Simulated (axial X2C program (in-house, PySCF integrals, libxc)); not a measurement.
**Which molecule has these constants?**

Calculated with an in-house relativistic program for diatomic molecules, spin-free (one-electron X2C) or two-component (2c: spin–orbit coupling with atomic mean-field Coulomb and Gaunt terms, which also bring small scalar terms), in Dyall basis sets with cores contracted in-house; open shells are unrestricted.

A two-component PBE0 calculation in a Dyall 3-zeta basis gave Re = 1.426 Å, ωe = 1355.3 cm⁻¹, De = 5.18 eV, Ω = 2.

Question: Which molecule is it?
A. PbB⁻
B. GeB⁻
C. SiB⁻
D. SnB⁻
E. BC⁻

Answer: E. The others have SnB⁻ 2.121 Å and 596.1 cm⁻¹ (Ω = 2); SiB⁻ 1.862 Å and 818.0 cm⁻¹ (Ω = 2); GeB⁻ 1.917 Å and 700.4 cm⁻¹ (Ω = 2); PbB⁻ 2.191 Å and 514.3 cm⁻¹ (Ω = 2).

Each entry is the lowest single determinant of a limited PBE0 search at one distance. De goes to single-determinant-based atoms at the same level (for ions the charge split of lowest energy) and is withheld (n/a) where an atom does not fit its ground term or J level. Main or longest-lived isotopes. One determinant is a doubtful description, or other states lie close, for BC⁻, SnB⁻, SiB⁻, GeB⁻, PbB⁻; these need not be ground states, and all values refer to the states named. Some open-shell Ω = 0 determinants are out of reach, so the Ω given for BC⁻, SnB⁻, SiB⁻, GeB⁻, PbB⁻ need not be the lowest component. With several unpaired electrons the Ω given is that of one determinant, not necessarily of the lowest component. Some light 2c atoms are not at their ground J level, so De misses part of their lowering (0.04 eV or less). The functionals have no current term, which raises determinants with orbital currents.
